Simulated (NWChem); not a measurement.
System meant: Si₂NH₅O; SMILES O1[SiH2]N[SiH2]1

Here is an NWChem input.

```
start job
memory heap 200 mb stack 900 mb global 1100 mb
geometry units angstroms noautosym nocenter noautoz
  N      0.000000     0.000000     1.203085
  Si     1.245334     0.000000    -0.040407
  O      0.000000     0.000000    -1.215764
  Si    -1.245334     0.000000    -0.040407
  H      0.000000     0.000000     2.221991
  H      2.118904     1.222145    -0.113798
  H      2.118904    -1.222145    -0.113798
  H     -2.118904    -1.222145    -0.113798
  H     -2.118904     1.222145    -0.113798
end
basis spherical
  * library def2-svp
end
dft
  xc xtpss03 ctpss03
  iterations 150
end
property
  shielding 5 1 2 3 5 6
end
task dft property
```

End of the output:

```
 Vector   27  Occ=0.000000D+00  E= 3.883497D-02
              MO Center= -5.4D-09, -2.2D-11,  1.4D-01, r^2= 5.5D+00
   Bfn.  Coefficient  Atom+Function         Bfn.  Coefficient  Atom+Function
  ----- ------------  ---------------      ----- ------------  ---------------
    27      0.795875  2 Si pz                59     -0.795875  4 Si pz
     7     -0.380227  1 N  px                39      0.305753  3 O  px
    25      0.265408  2 Si px                57      0.265408  4 Si px
     4      0.251140  1 N  px                36      0.236157  3 O  px
    18      0.211031  2 Si s                 50     -0.211031  4 Si s

 center of mass
 --------------
 x =   0.00000000 y =   0.00000000 z =  -0.06395500

 moments of inertia (a.u.)
 ------------------
         196.217657918944           0.000000000000           0.000000000000
           0.000000000000         549.234021094731           0.000000000000
           0.000000000000           0.000000000000         396.021294298411

     Multipole analysis of the density
     ---------------------------------

     L   x y z        total         alpha         beta         nuclear
     -   - - -        -----         -----         ----         -------
     0   0 0 0     -0.000000    -24.000000    -24.000000     48.000000

     1   1 0 0      0.000000      0.000000      0.000000      0.000000
     1   0 1 0     -0.000000     -0.000000     -0.000000      0.000000
     1   0 0 1      0.857906      1.061174      1.061174     -1.264442

     2   2 0 0    -27.809707   -123.506185   -123.506185    219.202663
     2   1 1 0      0.000000      0.000000      0.000000      0.000000
     2   1 0 1     -0.000000     -0.000000     -0.000000      0.000000
     2   0 2 0    -30.479432    -25.907473    -25.907473     21.335515
     2   0 1 1     -0.000000     -0.000000     -0.000000      0.000000
     2   0 0 2    -27.930249    -62.158980    -62.158980     96.387710

          -----------------------------------------
          Chemical Shielding Tensors (GIAO, in ppm)
          -----------------------------------------

 ------------------------------------------------------------------------
  xtpss03: d2 not coded                    0
 ------------------------------------------------------------------------
 ------------------------------------------------------------------------
  current input line :
    24: task dft property
 ------------------------------------------------------------------------
 ------------------------------------------------------------------------
 This error has not yet been assigned to a category
 ------------------------------------------------------------------------
 For more information see the NWChem manual at https://nwchemgit.github.io

0: xtpss03: d2 not coded:Received an Error in Communication
```

### Question
Find the fault in this run and fix the input.

### Answer
The program stopped with an error. Cause: this functional's second derivatives, which shieldings need, aren't coded here; the fix takes a hybrid GGA instead. This input runs:
```
start job
memory heap 200 mb stack 900 mb global 1100 mb
geometry units angstroms noautosym nocenter noautoz
  N      0.000000     0.000000     1.203085
  Si     1.245334     0.000000    -0.040407
  O      0.000000     0.000000    -1.215764
  Si    -1.245334     0.000000    -0.040407
  H      0.000000     0.000000     2.221991
  H      2.118904     1.222145    -0.113798
  H      2.118904    -1.222145    -0.113798
  H     -2.118904    -1.222145    -0.113798
  H     -2.118904     1.222145    -0.113798
end
basis spherical
  * library def2-svp
end
dft
  xc pbe0
  iterations 150
end
property
  shielding 5 1 2 3 5 6
end
task dft property
```
It converges to -711.38907 Ha (PBE0/def2-SVP, GIAO).
